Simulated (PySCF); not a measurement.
How methods differ on the excitation energy of W

W [Xe] 4f14 5d4 6s2 (5D) → W [Xe] 4f14 5d6 (5D), as a difference of total energies. All numbers are calculated (PySCF 2.14, a scalar-relativistic core potential, in aug-cc-pwCVDZ-PP with ECP60MDF (6s6p5d3f, 70 functions)). Correlated levels: valence and next inner shell: nothing frozen outside the core potential. The calculations carry no spin-orbit coupling.

| method | excitation energy (eV) |
| --- | --- |
| UHF | 4.278 |
| MP2 (valence and next inner shell) | 4.276 |
| SCS-MP2 (valence and next inner shell) | 4.388 |
| CCSD (valence and next inner shell) | 4.467 |
| CCSD(T) (valence and next inner shell) | 3.758 |

How much does correlation contribute at CCSD(T) (valence and next inner shell)?

3.758 − (4.278) = -0.520 eV, measured against UHF.

The coupled-cluster amplitudes are large for the upper state (T1 above 0.03 or a double amplitude above 0.15), so a single reference is strained.
